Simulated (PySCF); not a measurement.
Input file for PySCF: R-MP2/6-31G* on C4H7F (a complex), monomers drawn apart or pushed together.

```python
from pyscf import gto, scf, dft, mp
from pyscf.data.elements import chemcore

mol = gto.M(
    atom='''
    F     0.53604699    0.01968501    0.24787363
    H     0.65458952    0.24954340    1.14775097
    C     0.94644019    1.27994775    3.85644915
    C     0.49907318    0.08805516    4.27007334
    C    -0.89342098   -0.21390041    4.55065617
    C    -1.32121483   -1.40808050    4.96020940
    H     0.27225619    2.11687900    3.71554749
    H     1.99737202    1.45844188    3.67322435
    H     1.20605999   -0.72471365    4.41229847
    H    -1.60417691    0.59492345    4.40974123
    H    -2.36659920   -1.59832284    5.16095388
    H    -0.63448194   -2.23385989    5.10444679
    ''',
    basis='6-31g*',
    cart=True,
    charge=0, spin=0, verbose=3, max_memory=1800)
mf = scf.RHF(mol)
mf.conv_tol = 1e-8
mf.max_cycle = 100
mf.kernel()
if not mf.converged:
    mf = mf.newton().run(mf.mo_coeff, mf.mo_occ)
pt = mp.MP2(mf, frozen=chemcore(mol)).run()
```

Output:

```
converged SCF energy = -254.925592112714
E(RMP2) = -255.609408530748  E_corr = -0.683816418033836
E(SCS-RMP2) = -255.598752871126  E_corr = -0.673160758411967
```

The calculation finished and met its thresholds.

Cost: very roughly 0.8 core-seconds.
